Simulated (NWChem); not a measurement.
System: C$_{4}$H$_{5}$FO; SMILES F/C=C1\CCO1

Here is an NWChem input.

```
start job
memory heap 200 mb stack 900 mb global 1100 mb
geometry units angstroms noautosym nocenter noautoz
  F     -0.288726    -2.329118     0.000000
  C      0.619307    -1.325551     0.000000
  C      0.206979    -0.046577     0.000000
  C     -1.113120     0.679712     0.000000
  C     -0.205010     1.932193     0.000000
  O      0.992830     1.097100     0.000000
  H      1.672201    -1.645036     0.000000
  H     -1.738709     0.533967     0.902621
  H     -1.738709     0.533967    -0.902621
  H     -0.250190     2.569990     0.907528
  H     -0.250190     2.569990    -0.907528
end
basis spherical
  * library 6-31g*
end
dft
  xc hfexch
  iterations 150
  mulliken
end
task dft energy
esp
  recalculate
  probe 0.07
  range 0.3
  factor 1.0
  spacing 0.02
end
task esp
```

Coordinates come from a PBE-D3(BJ)/def2-SVP optimisation.

Atomic charges in e: unrestrained fits to the electrostatic potential beside Mulliken populations; buried atoms are poorly determined by the fit.

Atoms are numbered as in the input.

Question: What results follow from this input? (Hartree-Fock/6-31G* (spherical d).) Quantities: ESP F1; Mulliken F1; ESP C2; Mulliken C2; ESP C3; Mulliken C3; ESP C4; Mulliken C4; ESP C5; Mulliken C5; relative RMS misfit of the potential (%).

Answer: 
```json
{
  "ESP F1": "-0.18",
  "Mulliken F1": "-0.43",
  "ESP C2": "-0.16",
  "Mulliken C2": "0.15",
  "ESP C3": "0.30",
  "Mulliken C3": "0.40",
  "ESP C4": "-0.11",
  "Mulliken C4": "-0.46",
  "ESP C5": "0.26",
  "Mulliken C5": "0.02",
  "relative RMS misfit of the potential (%)": "30"
}
```
